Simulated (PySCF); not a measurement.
A geometry optimisation, step by step.

Compound: C₃H₈BCl.
SMILES with atom numbers: `[BH2:1][CH2:2][C@@H:3]([CH3:4])[Cl:5]` (hydrogens: H6, H7 on B1; H8, H9 on C2; H10 on C3; H11, H12, H13 on C4)

Computed by this run: PBE0-D3(BJ)/def2-SVP geometry optimisation, gas phase (PySCF); density fitting, grid level 1; the optimiser is geomeTRIC in internal coordinates, started from a GFN2-xTB structure with every atom displaced at random (about 0.01 Å). The frame can shift and turn from step to step; on so coarse a grid that alone can change the energy by a few meV, and forces under 0.02 eV/Å are noise.

Step 0: E = -16424.3295 eV, largest atomic force 2.368 eV/Å
```
atom  x, y, z in Å  |  force x, y, z in eV/Å
B1      1.825    0.412   -0.293   -1.712  -0.186   0.705
C2      0.741   -0.694   -0.034    0.011   0.696   0.651
C3     -0.576   -0.257    0.616    1.177  -0.237   0.270
C4     -1.393    0.577   -0.304   -2.299  -0.379   0.419
Cl5    -1.496   -1.724    1.116   -0.171  -0.066   0.046
H6      2.736    0.189   -0.951    1.403  -0.408  -0.915
H7      1.702    1.500    0.172    0.024   0.493   0.278
H8      0.531   -1.243   -0.948   -0.047  -0.445  -0.467
H9      1.241   -1.413    0.640    0.163  -0.184  -0.024
H10    -0.361    0.282    1.564   -0.117  -0.144  -0.326
H11    -2.365    0.850    0.199    0.742  -0.027  -0.381
H12    -0.886    1.480   -0.578    0.566   0.882  -0.279
H13    -1.693    0.024   -1.211    0.261   0.005   0.023
```

Step 1: E = -16424.4364 eV, largest atomic force 0.503 eV/Å
```
atom  x, y, z in Å  |  force x, y, z in eV/Å
B1      1.637    0.435   -0.665    0.499  -0.042   0.041
C2      0.705   -0.721   -0.211   -0.068  -0.102  -0.013
C3     -0.439   -0.328    0.695   -0.190   0.047  -0.034
C4     -1.468    0.579    0.046    0.273   0.042  -0.132
Cl5    -1.297   -1.800    1.314    0.068  -0.028   0.051
H6      2.570    0.205   -1.414   -0.234   0.035   0.018
H7      1.544    1.552   -0.205   -0.051   0.042  -0.050
H8      0.357   -1.306   -1.082   -0.053  -0.003  -0.010
H9      1.374   -1.431    0.319    0.038   0.025  -0.048
H10    -0.034    0.161    1.595   -0.035  -0.039  -0.012
H11    -2.156    0.952    0.810   -0.299  -0.020  -0.001
H12    -0.954    1.460   -0.384   -0.105  -0.133  -0.034
H13    -2.029    0.048   -0.749    0.157   0.177   0.224
```

Step 2: E = -16424.4588 eV, largest atomic force 0.151 eV/Å
```
atom  x, y, z in Å  |  force x, y, z in eV/Å
B1      1.667    0.429   -0.656    0.029  -0.024  -0.066
C2      0.707   -0.711   -0.203   -0.050   0.066   0.001
C3     -0.442   -0.321    0.707   -0.042   0.039   0.009
C4     -1.471    0.583    0.053    0.124   0.036   0.079
Cl5    -1.281   -1.808    1.317    0.004  -0.006   0.025
H6      2.548    0.183   -1.450   -0.037  -0.004   0.020
H7      1.593    1.555   -0.215    0.007  -0.014   0.025
H8      0.343   -1.284   -1.076    0.005   0.016  -0.008
H9      1.374   -1.434    0.312   -0.006  -0.014   0.013
H10    -0.048    0.160    1.614    0.018   0.007  -0.009
H11    -2.212    0.934    0.787   -0.027  -0.079  -0.039
H12    -0.973    1.470   -0.372   -0.004  -0.023   0.000
H13    -1.995    0.051   -0.753   -0.021   0.000  -0.051
```

Step 3: E = -16424.4626 eV, largest atomic force 0.054 eV/Å
```
atom  x, y, z in Å  |  force x, y, z in eV/Å
B1      1.673    0.427   -0.659   -0.035  -0.014  -0.013
C2      0.702   -0.702   -0.200   -0.014   0.027   0.003
C3     -0.442   -0.313    0.715    0.002  -0.002   0.004
C4     -1.469    0.582    0.055   -0.003   0.004   0.042
Cl5    -1.272   -1.805    1.328   -0.011   0.003   0.020
H6      2.533    0.168   -1.468    0.014   0.000  -0.013
H7      1.624    1.550   -0.208    0.011  -0.011   0.020
H8      0.328   -1.267   -1.075    0.011   0.002  -0.004
H9      1.366   -1.433    0.307   -0.001  -0.010   0.003
H10    -0.049    0.167    1.623    0.022   0.025  -0.019
H11    -2.234    0.909    0.773   -0.002  -0.031  -0.010
H12    -0.979    1.476   -0.360    0.011   0.021   0.018
H13    -1.972    0.048   -0.764   -0.005  -0.014  -0.052
```

Step 4: E = -16424.4649 eV, largest atomic force 0.082 eV/Å
```
atom  x, y, z in Å  |  force x, y, z in eV/Å
B1      1.679    0.420   -0.664   -0.041   0.021   0.043
C2      0.697   -0.696   -0.200   -0.007  -0.028  -0.027
C3     -0.440   -0.304    0.721    0.025  -0.031   0.009
C4     -1.471    0.580    0.056   -0.071  -0.026  -0.031
Cl5    -1.264   -1.795    1.347   -0.005   0.012   0.009
H6      2.522    0.158   -1.489    0.017  -0.011  -0.024
H7      1.657    1.536   -0.193    0.011   0.002   0.009
H8      0.313   -1.255   -1.074    0.007  -0.012   0.004
H9      1.359   -1.436    0.300    0.000   0.003   0.004
H10    -0.045    0.182    1.625    0.021   0.029  -0.021
H11    -2.260    0.880    0.760    0.016   0.006   0.012
H12    -0.989    1.488   -0.341    0.006   0.035   0.028
H13    -1.949    0.049   -0.781    0.021   0.001  -0.015
```

Step 5: E = -16424.4661 eV, largest atomic force 0.092 eV/Å
```
atom  x, y, z in Å  |  force x, y, z in eV/Å
B1      1.681    0.414   -0.666   -0.007   0.003   0.035
C2      0.693   -0.695   -0.203   -0.022  -0.040  -0.036
C3     -0.438   -0.297    0.723    0.015  -0.038   0.020
C4     -1.474    0.580    0.056   -0.066  -0.030  -0.057
Cl5    -1.256   -1.783    1.368   -0.001   0.014   0.001
H6      2.508    0.146   -1.505    0.016   0.013  -0.020
H7      1.685    1.524   -0.178    0.005  -0.005  -0.001
H8      0.303   -1.252   -1.076    0.005  -0.009   0.010
H9      1.353   -1.438    0.294    0.007   0.015   0.009
H10    -0.037    0.200    1.618    0.011   0.019  -0.014
H11    -2.277    0.853    0.753    0.013   0.022   0.018
H12    -1.001    1.501   -0.319   -0.001   0.024   0.024
H13    -1.931    0.054   -0.798    0.024   0.010   0.009
```

Step 6: E = -16424.4668 eV, largest atomic force 0.070 eV/Å
```
atom  x, y, z in Å  |  force x, y, z in eV/Å
B1      1.683    0.405   -0.668    0.003   0.020   0.026
C2      0.688   -0.700   -0.208   -0.005  -0.040  -0.057
C3     -0.436   -0.292    0.721    0.000  -0.015   0.017
C4     -1.477    0.581    0.054   -0.021  -0.012  -0.034
Cl5    -1.252   -1.770    1.390    0.006   0.012  -0.008
H6      2.504    0.150   -1.519   -0.010  -0.008  -0.004
H7      1.698    1.506   -0.162    0.005   0.004   0.004
H8      0.295   -1.260   -1.077   -0.001  -0.009   0.013
H9      1.348   -1.442    0.292    0.011   0.015   0.013
H10    -0.027    0.216    1.607    0.001   0.003  -0.003
H11    -2.286    0.839    0.751    0.003   0.018   0.011
H12    -1.009    1.513   -0.302   -0.004   0.004   0.008
H13    -1.920    0.061   -0.810    0.010   0.007   0.015
```

Step 7: E = -16424.4671 eV, largest atomic force 0.033 eV/Å
```
atom  x, y, z in Å  |  force x, y, z in eV/Å
B1      1.681    0.403   -0.668    0.014  -0.006  -0.002
C2      0.687   -0.704   -0.211   -0.018  -0.003  -0.028
C3     -0.436   -0.292    0.719   -0.009  -0.002   0.006
C4     -1.477    0.582    0.053    0.009   0.002  -0.002
Cl5    -1.251   -1.765    1.395    0.002   0.003  -0.004
H6      2.499    0.147   -1.522   -0.006   0.006  -0.001
H7      1.701    1.502   -0.157    0.003  -0.005   0.004
H8      0.295   -1.268   -1.077    0.000  -0.004   0.010
H9      1.349   -1.441    0.292    0.011   0.013   0.011
H10    -0.022    0.220    1.600   -0.002  -0.005   0.003
H11    -2.284    0.841    0.753   -0.001   0.004   0.000
H12    -1.010    1.516   -0.299   -0.001  -0.004  -0.004
H13    -1.921    0.065   -0.811   -0.002   0.001   0.006
```

Step 8: E = -16424.4673 eV, largest atomic force 0.026 eV/Å
```
atom  x, y, z in Å  |  force x, y, z in eV/Å
B1      1.680    0.400   -0.669    0.007  -0.008  -0.009
C2      0.685   -0.707   -0.213   -0.013   0.015  -0.011
C3     -0.436   -0.292    0.718   -0.006   0.008  -0.004
C4     -1.477    0.584    0.053    0.018   0.009   0.016
Cl5    -1.253   -1.762    1.398   -0.001  -0.002  -0.002
H6      2.496    0.149   -1.526   -0.006   0.002  -0.002
H7      1.703    1.496   -0.153    0.004  -0.005   0.007
H8      0.293   -1.275   -1.076    0.001  -0.005   0.006
H9      1.350   -1.439    0.294    0.008   0.007   0.007
H10    -0.020    0.221    1.597   -0.003  -0.007   0.005
H11    -2.280    0.847    0.755   -0.002  -0.004  -0.004
H12    -1.008    1.516   -0.302    0.002  -0.006  -0.008
H13    -1.924    0.067   -0.809   -0.008  -0.003  -0.001
```

**Question.** Summarise the path.

**Answer.** The energy falls by 3.18 kcal/mol from step 0 to step 8; nine tenths of that is first reached at step 2. It falls at every step. The largest force goes from 2.368 to 0.026 eV/Å. Among the bonds B1–H6 changes most, from 1.146 to 1.210 Å; the atoms move by 0.033 Å rms after alignment.

What follows is the cost of the whole optimisation. Time: 37 s of wall time; peak memory 0.48 GiB. Hardware: one thread, Arm Neoverse V1 (aarch64), shared host with 64 logical CPUs at a one-minute load of 31.
